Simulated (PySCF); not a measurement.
**Diatomics with 29 electrons**

PBE0 in PySCF with def2-SVPD on every atom, for the lowest determinant that a PBE0 search found; no spin–orbit coupling. All have 29 electrons, 9 of them in the valence shells, and the same state, a doublet (σ ↑). For ions De leads to the atom and ion picked by measured ionisation energies and electron affinities.

| species | difference of nuclear charges | Re (Å) | ωe (cm⁻¹) | k (mdyn/Å) | De (eV) | dissociates to |
| --- | --- | --- | --- | --- | --- | --- |
| MgS⁻ | 4 | 2.243 | 469 | 1.77 | 2.17 | Mg + S⁻ |
| NaCl⁻ | 6 | 2.524 | 264 | 0.570 | 1.27 | Na + Cl⁻ |
| KF⁻ | 10 | 2.304 | 347 | 0.906 | 2.02 | K + F⁻ |
| CaO⁻ | 12 | 1.886 | 706 | 3.35 | 3.71 | Ca + O⁻ |
| CaF | 11 | 1.961 | 604 | 2.77 | 5.71 | Ca + F |

Which member of the whole set has the stiffest bond, and how does it compare with the softest?

CaO⁻ with k = 3.35 mdyn/Å, 5.9 times that of NaCl⁻.

For an ion De counts to the pair picked by the measured ionisation energies or electron affinities, which need not be the lowest pair at this level. The highest Kohn–Sham level is positive in some of these anions. Much of that is self-interaction error, but it also means that the finite basis helps to hold the extra electron. States were picked by a PBE0 search and need not be the measured ground states.
